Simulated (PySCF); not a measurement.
Dipole response of Ti²⁺ (titanium, charge +2)

[Ar] 3d2, high-spin 3F determinant. All numbers are calculated (PySCF 2.14, scalar relativity by spin-free X2C-1e, in aug-cc-pVTZ-DK (8s7p5d3f2g, 93 functions)). Coupled (time-dependent) response in atomic units; α is the mean over directions.

| method | mean α (bohr³) | C₆ (like pair) | S(−4) |
| --- | --- | --- | --- |
| LC-wPBE | 4.877 | 14.62 | 19.95 |

S(−4) is the Cauchy moment in α(ω) = α(0) + S(−4) ω² + …

α(iu) at LC-wPBE:

```
u (hartree)  α(iu) (bohr³)
          0          4.877
     0.0500          4.828
      0.100          4.694
      0.200          4.282
      0.300          3.844
      0.500          3.143
      0.750          2.535
       1.00          2.089
       1.50          1.468
       2.00          1.070
       3.00         0.6256
       5.00         0.2823
```

A single London oscillator, α(iu) = α/(1 + u²/ω²), gives C₆ = (3/4) ω α². Matching the computed C₆ needs ω = 4 × 14.62 / (3 × 4.877²) = 0.820 hartree.

For an ion, C₆ is the dispersion term alone; charge-induced terms of lower order in 1/R come first.
